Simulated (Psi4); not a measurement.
A ladder of methods for SiCNCl3 (SMILES N#C[Si](Cl)(Cl)Cl)

SiCNCl3: 6 atoms, total charge 0, spin state singlet. As SMILES, `N#C[Si](Cl)(Cl)Cl`. The shape was relaxed beforehand at PBE0/def2-TZVP.

```xyz
6

N     1.8037   -1.3686    1.0703
C     0.9667   -0.7443    0.5856
Si   -0.3660    0.2497   -0.1858
Cl   -1.7177   -1.0206   -0.9716
Cl    0.4587    1.3941   -1.6236
Cl   -1.2000    1.3902    1.2494
```

Each level gives the HOMO–LUMO gap (eV). The values are calculated.

```tsv
level	kind	program	value (eV)	CPU time
PBE-D4/def2-TZVPP (density fitting)	GGA	Psi4	6.16	37 s
r2SCAN-D4/def2-TZVPP (density fitting)	meta-GGA	Psi4	6.73	68 s
B3LYP-D4/def2-TZVPP (density fitting)	global hybrid	Psi4	8.07	29 s
PBE0-D4/def2-TZVPP (density fitting)	global hybrid	Psi4	8.55	34 s
wB97M-V/def2-TZVPP (density fitting)	range-separated hybrid	Psi4	12.97	82 s
```

The values span 6.16 to 12.97 eV. Orbital gaps aren't excitation energies; they tend to grow with the share of exact exchange. CPU times are rough (shared hosts, several kinds of processor): they show what a rung costs within a factor of a few.
